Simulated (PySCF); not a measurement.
Species: GeH5N.
InChI=1S/GeH5N/c1-2/h2H2,1H3

Method: PySCF 2.14.0, PBE0-D3(BJ)/def2-SVP geometry optimisation, gas phase.

Masses are those of the commonest isotopes; rigid-rotor values at the optimised geometry. 

(1) Give the principal moments of inertia and the rotational constants in MHz.

(2) What kind of rotor is it?

(3) What does the inertial defect say?

(4) Give the coordinates in the principal-axis frame, origin at the centre of mass.

(5) List the rotational levels J(Ka,Kc) to J = 2 (MHz).

(6) Which types of transition are allowed, and where do some lines up to J = 5 fall?

(7) Estimate the classical rotational partition function at 50 K, 200 K and 500 K.

Results:

(1) Ia = 8.03, Ib = 52.99, Ic = 54.15 u·Å²; 505379 MHz·u·Å²/I gives A = 62929, B = 9537, C = 9333 MHz.

(2) A near-prolate asymmetric top: κ = (2 × 9537 − 62929 − 9333)/(62929 − 9333) = -0.99.

(3) Not planar: Δ = Ic − Ia − Ib = -6.87 u·Å². For a rigid frame Δ = −2 Σ m c², so Σ m c² = 3.44 u·Å² lies off the ab plane: 3.39 from hydrogen and 0.04 from heavier atoms. The atom farthest from that plane is 1.43 Å away.

(4) The sense of each axis is arbitrary; atoms in the order of the calculation.
| atom | mass (u) | a (Å) | b (Å) | c (Å) |
| --- | --- | --- | --- | --- |
| N1 | 14.003 | 1.528 | 0.000 | 0.056 |
| Ge2 | 73.921 | -0.309 | 0.000 | -0.002 |
| H3 | 1.008 | 1.958 | 0.824 | -0.356 |
| H4 | 1.008 | 1.961 | -0.823 | -0.356 |
| H5 | 1.008 | -0.783 | -1.262 | 0.740 |
| H6 | 1.008 | -0.779 | 1.270 | 0.730 |
| H7 | 1.008 | -0.922 | -0.005 | -1.426 |

(5) Above 0(0,0):
J = 1: 1(0,1) 18869, 1(1,1) 72262, 1(1,0) 72466
J = 2: 2(0,2) 56608, 2(1,2) 109797, 2(1,1) 110409, 2(2,1) 270587, 2(2,0) 270588

(6) The dipole components are |μa| = 0.54 D, |μb| = 0.00 D, |μc| = 1.10 D; the mirror of this Cs structure is the ac plane, so μb vanishes by symmetry and there are no b-type lines. Intensities carry the squares of the components, which stand as 0.24 : 1.00 (a : c). Some lines, for components of 0.1 D or more:

| type | branch | J(Ka,Kc) | MHz | lower level (cm⁻¹) |
| --- | --- | --- | --- | --- |
| c | Q | 3(1,3) ← 3(0,3) | 52885 | 3.776 |
| a | R | 3(1,3) ← 2(1,2) | 56301 | 3.662 |
| a | R | 3(0,3) ← 2(0,2) | 56606 | 1.888 |
| a | R | 3(2,1) ← 2(2,0) | 56611 | 9.026 |
| a | R | 4(3,2) ← 3(3,1) | 75479 | 19.836 |
| a | R | 4(3,1) ← 3(3,0) | 75479 | 19.836 |
| a | R | 5(1,5) ← 4(1,4) | 93834 | 8.044 |
| a | R | 5(2,4) ← 4(2,3) | 94346 | 13.432 |
| c | R | 3(1,2) ← 2(0,2) | 110716 | 1.888 |
| c | Q | 5(2,4) ← 5(1,4) | 158955 | 11.277 |
| c | R | 4(2,2) ← 3(1,2) | 235358 | 5.581 |
| c | R | 5(2,3) ← 4(1,3) | 253830 | 8.113 |
| c | R | 5(2,4) ← 4(1,4) | 255852 | 8.044 |
| c | Q | 3(3,1) ← 3(2,1) | 267471 | 10.914 |
| c | R | 4(3,1) ← 3(2,1) | 342950 | 10.914 |
| c | R | 5(3,2) ← 4(2,2) | 361816 | 13.432 |
| c | R | 5(5,0) ← 4(4,0) | 575800 | 34.844 |

(7) Point group Cs, symmetry number σ = 1; q = (√π/σ)·√((kT/h)³/(ABC)), k/h = 20836.6 MHz/K: 796 at 50 K, 6370 at 200 K, 25200 at 500 K.

Whether it is a minimum is left open (no frequencies). Constants of a rigid frame at the computed geometry: no zero-point averaging, no centrifugal distortion. A rigid rotor knows nothing of inversion at nitrogen or internal rotation, which can split or shift real lines. Quadrupole hyperfine structure (14N) is left out.
